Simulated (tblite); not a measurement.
A tight-binding relaxation on `C=CCOC(=O)[C@@H](C)O[SiH3]`.

Computed with GFN2-xTB geometry optimisation, gas phase (tblite 0.8.0). Start geometry: from a force field or distance geometry. A driver script takes a list of jobs; this job's settings line and coordinates (Å) are shown.

Command:
```bash
OMP_NUM_THREADS=1 python probes_run.py task.json out
```

Input:
```
{"job": {"kind": "relax", "xc": "GFN2-xTB", "basis": "xTB"}, "charge": 0, "multiplicity": 1}
C     -3.193100     0.450400     1.326600
C     -3.463600     0.076100     0.064900
C     -2.307400    -0.245100    -0.806300
O     -1.079500    -0.080600    -0.194700
C      0.096400    -0.353400    -0.898900
O      0.044900    -0.728700    -2.121100
C      1.367900    -0.164500    -0.184700
C      1.355800    -1.093800     1.032100
O      2.509200    -0.434900    -0.901800
Si     3.459300     1.000900    -0.812300
H     -4.015700     0.693900     2.018300
H     -2.169700     0.530800     1.698300
H     -4.498800    -0.001800    -0.265100
H     -2.378900    -1.293700    -1.158200
H     -2.363700     0.431500    -1.697300
H      1.453900     0.872100     0.216500
H      0.608500    -0.674000     1.727900
H      2.348000    -1.094100     1.530100
H      1.129400    -2.129600     0.702300
H      3.105800     1.865900    -1.921000
H      4.887700     0.687200    -0.732700
H      3.093300     1.704800     0.446900
```

Output:
```
step      E/eV     max force
  0    -894.58824    5.766
  1    -894.99535    6.348
  2    -895.25568    1.355
  3    -895.32528    0.869
  4    -895.45543    1.032
  5    -895.52229    1.034
  6    -895.59465    0.557
  7    -895.63106    0.544
  8    -895.65587    0.389
  9    -895.67676    0.381
... (223 lines left out)
233    -896.10539    0.033
234    -896.10556    0.026
235    -896.10569    0.023
236    -896.10582    0.021
237    -896.10592    0.016
238    -896.10598    0.012
239    -896.10602    0.012
240    -896.10606    0.011
241    -896.10610    0.011
242    -896.10612    0.010
```

«max force» is the largest atomic force in eV/Å.

Task: From which step on does the largest force stay under 0.1 eV/Å, and how much energy is left to gain from there?

Result: From step 223 (0.068 eV/Å), 4.6 meV above the end.

Main results: energy lowered by 35.0 kcal/mol over 242 steps; largest atomic force 0.010 eV/Å at the end.
Labels such as C1 count atoms from 1, the log's own numbers from 0.
